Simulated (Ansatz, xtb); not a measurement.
Stretching the Te1–H2 bond in hydrogen telluride (SMILES [TeH2]) (multiplicity 1 held, fragments rigid). Energies count from the point at 1.661 Å.
Geometry at that point (charge 0, multiplicity 1):
```xyz
3

Te     0.00005     0.04331     0.00165
H     -1.18042    -1.12478    -0.03896
H      1.17766    -1.12738    -0.04669
```

R- and RO- levels are restricted; in cc, def2 and unpolarised 6-31G sets they are followed outwards from rest. Active spaces are followed from a long bond inwards. Left out are points that failed, MP2 points that dive below the minimum, coupled-cluster points behind a jump of the amplitudes or a sharp parting from full CI or MRCI, small-basis points behind a change of solution, and semi-empirical points at long bonds. Levels need not reach the same state.

Frozen-core correlation. Filled d and f shells under p-block atoms count as core.

Codes used: Ansatz (an electronic-structure program); xtb for the GFN methods. Each number belongs to the level named beside it. In def2 rows elements past Kr take small-core potentials, without spin–orbit coupling. The GFN methods have no spin term and hold the electronic entropy of 300 K.

Energies in kcal/mol.

| R (Å) | GFN2-xTB | R-MP2/def2-SVP | R-CCSD/def2-SVP | FIC-MRCISD+Q on CASSCF(2,2)/def2-SVP |
|---|---|---|---|---|
| 1.329 | 31.3 | 36.9 | 37.6 | 37.7 |
| 1.495 | 4.5 | 6.8 | 7.2 | 7.3 |
| 1.661 | 0.0 | 0.0 | 0.0 | 0.0 |
| 1.827 | 4.2 | 4.9 | 4.2 | 4.1 |
| 1.993 | 12.4 | 15.2 | 13.5 | 13.1 |
| 2.243 | 27.3 | 33.8 | 29.8 | 28.8 |
| 2.492 | 42.5 | 51.8 | 44.5 | 42.7 |
| 2.907 | 63.5 | 75.7 | 61.4 | 57.8 |
| 3.322 | 77.3 | 90.7 | 70.0 | 64.6 |
| 3.821 | left out | 98.3 | 74.1 | 67.4 |
| 4.485 | left out | 95.0 | 75.8 | 68.2 |
| 5.316 | 91.4 | 78.6 | 76.3 | 68.4 |

Doubts at one or more of the structures used: a restricted determinant that unrestricted orbitals would lower (R-MP2/def2-SVP, R-CCSD/def2-SVP); other coupled-cluster roots lie near (R-CCSD/def2-SVP).
